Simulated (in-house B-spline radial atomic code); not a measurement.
A radial electron density 4πr²n(r) was computed for an atom or ion in its tabulated ground configuration with a B-spline radial code for spherical atoms; method: non-relativistic SCAN, spin-polarised, spherical fractional occupations. Columns: r (bohr), 4πr²n(r) (electrons per bohr), bar.

```
  0.0303  0.03747 #
  0.0343  0.04726 #
  0.0388   0.0594 ##
  0.0439  0.07451 ##
  0.0496  0.09299 ##
  0.0561   0.1159 ###
  0.0635   0.1442 ####
  0.0718   0.1784 #####
  0.0812   0.2198 ######
  0.0919   0.2699 #######
   0.104   0.3295 ########
   0.118   0.4014 ##########
   0.133   0.4808 ############
    0.15   0.5721 ###############
    0.17   0.6796 #################
   0.192   0.7957 ####################
   0.218   0.9276 ########################
   0.246     1.06 ###########################
   0.279    1.202 ###############################
   0.315    1.337 ##################################
   0.356    1.464 #####################################
   0.403    1.575 ########################################
   0.456     1.66 ###########################################
   0.516     1.71 ############################################
   0.584    1.718 ############################################
    0.66     1.68 ###########################################
   0.747    1.594 #########################################
   0.845    1.464 #####################################
   0.955    1.297 #################################
    1.08    1.105 ############################
    1.22   0.9023 #######################
    1.38   0.7005 ##################
    1.56   0.5159 #############
    1.77   0.3536 #########
       2   0.2293 ######
    2.26   0.1379 ####
    2.56  0.07532 ##
     2.9   0.0373 #
    3.28  0.01674
```

Which atom or ion is it?
A. He+
B. Be2+
C. He
D. H

C. The area under the curve, ∫4πr²n dr = ∫r·4πr²n d(ln r) on this logarithmic grid, is 2 electrons; among the options with that count, the innermost peak, which lies near 1/Z bohr, picks Z = 2. The configuration is 1s2.
